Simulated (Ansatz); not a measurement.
`C[OH+][Ga-]([F])([F])[F]` → `[CH2]` (triplet) + `[OH2+][Ga-]([F])([F])[F]` at 600 K and 1 bar (formal loss of a carbene).

Computed with Ansatz on PBE0-D4/def2-TZVP structures; ΔE is electronic, products minus reactants. CCSD(T)/CBS adds triple-zeta CCSD(T) − MP2 to the extrapolated MP2 energy (def2 sets, frozen cores). This one scheme is used for every species. Triplets are unrestricted, without spin–orbit coupling. For Ga outer-core shells are correlated without core-valence functions, which leaves a few kJ/mol of doubt a bond. Scalar relativity is left out up to krypton. Each species was taken in one conformer, which may not be the lowest.

```csv
species,CCSD(T)/CBS energy (Eh),H − E (kJ/mol),S (J/(mol·K))
`C[OH+][Ga-]([F])([F])[F]`,-2339.10215,228.9,498.7
`[CH2]` (triplet),-39.09499,66.5,220.8
`[OH2+][Ga-]([F])([F])[F]`,-2299.85786,141.5,440.9
```

H − E and S are ideal-gas, rigid-rotor, harmonic terms from PBE0-D4/def2-TZVP, for one conformer and one mirror image of each species, with the whole ground term of open shells counted as degenerate. 1 Eh = 2625.50 kJ/mol, R = 8.31446 J/(mol·K).

Question: By hand: ΔE, ΔH, ΔS and ΔG.

Answer: ΔE = (-39.09499) + (-2299.85786) − (-2339.10215) = 0.14930 Eh = 392.0 kJ/mol. Δ(H − E) = 66.5 + 141.5 − 228.9 = -20.9, so ΔH = 371.1 kJ/mol. ΔS = 220.8 + 440.9 − 498.7 = 163.0 J/(mol·K). ΔG = 371.1 − 600 × (163.0)/1000 = 273.3 kJ/mol.

Question: By hand: the equilibrium constant, and the temperature at which ΔG would vanish if ΔH and ΔS stayed fixed.

Answer: log₁₀ K = −ΔG/(RT ln 10) = -23.8. ΔG = 0 at ΔH/ΔS = 2277 K.

The number of gas molecules changes by +1, which sets the sign of ΔS. A doubt of 5 kJ/mol in ΔE shifts log₁₀ K by 0.4 here. Other conformers and mirror images would add mixing entropy, several J/(mol·K) or more a flexible species. Modes under 60 cm⁻¹, often nearly free rotors, make the harmonic entropy too high. A triplet takes part, so the spin changes. These are equilibria of isolated gas molecules and say nothing of rates. Largest T1 diagnostic: 0.013 (customary marks: 0.02 for closed shells, 0.045 for open ones).
